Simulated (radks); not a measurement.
The table gives one normalised radial function P(r) = r R(r) of Yb+ in [Xe] 4f12 6s1 6p2 (r in bohr). Calculated with a radial shooting solver on a logarithmic mesh with Libxc functionals: scalar-relativistic Kohn-Sham, SCAN, spin-unpolarised, spherical densities, finite nucleus; meta-GGA in the generalised Kohn-Sham scheme; Fermi nuclear charge, rms radius 5.3108 fm.

r              P
0.001821   0.0001
0.002467   0.0002
0.003371   0.0004
0.004605   0.0009
0.006241   0.0020
0.008527   0.0046
0.01156    0.0103
0.01579    0.0231
0.02157    0.0502
0.02923    0.1027
0.03993    0.2017
0.05412    0.3596
0.07393    0.5810
0.101      0.7977
0.1369     0.8474
0.187      0.5287
0.2535    -0.1976
0.3463    -1.0594
0.473     -1.4920
0.6411    -1.2652
0.8758    -0.7025
1.187     -0.2580
1.622     -0.0552
2.215     -0.0061
3.002     -0.0003
4.102     0.0000
5.559     0.0000
7.595     0.0000
10.38     0.0000

Which n and l does it have? It may be an empty orbital.

Answer. n = 4, l = 2: the number of nodes gives n - l - 1 = 1, the rise at small r (about r^(l+1), flatter next to the nucleus through relativity) gives l, and the extent must fit the shell. The curve is that of 4d. 4d: eigenvalue -211.64 eV, 1 radial node at r = 0.236 bohr, <r> = 0.556 bohr, 90 % of the charge inside 0.836 bohr.
